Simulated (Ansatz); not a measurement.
This geometry of ClH3OSn (6 atoms, charge 0, multiplicity 1) is a first-order saddle point.

Theory: Ansatz, RKS BLYP/def2-SVP.

```xyz
6
Properties=species:S:1:pos:R:3
Sn 0.270 -0.105 -0.460
Cl 1.194 0.027 2.078
H 1.855 0.144 0.322
O -0.853 1.559 -0.715
H -1.798 1.377 -0.533
H -0.859 -1.455 -0.372
```

Task: Which two structures does it join? (They come from a converged band through this point; their orientation in space is the band's.)

Result: Bonds broken: Sn1–Cl2, Sn1–H3. Bonds formed: Cl2–H3. ClH3OSn becomes ClH + H2OSn.

First end point:

```xyz
6
Properties=species:S:1:pos:R:3
Sn 0.312 -0.093 -0.010
Cl 0.485 0.089 2.376
H 1.873 0.120 -0.709
O -0.719 1.493 -0.701
H -1.618 1.520 -0.313
H -0.525 -1.580 -0.323
```

Last end point:

```xyz
6
Properties=species:S:1:pos:R:3
Sn -0.153 -0.433 -1.088
Cl 1.618 -0.149 1.651
H 2.538 0.571 1.075
O -1.046 1.411 -0.989
H -1.817 1.397 -0.386
H -1.332 -1.249 0.058
```

Task: How far does it lie above each of them?

Result: 148.5 kJ/mol above the first and 88.4 kJ/mol above the second. This is the barrier of this one path; another mechanism may lie lower. The orbitals stay closed-shell, which can raise the energy where a bond breaks towards radicals; this wasn't checked here.

Run time: 3 min on 1 thread of Arm Neoverse V1, with other jobs on the host, peak memory 0.12 GiB.
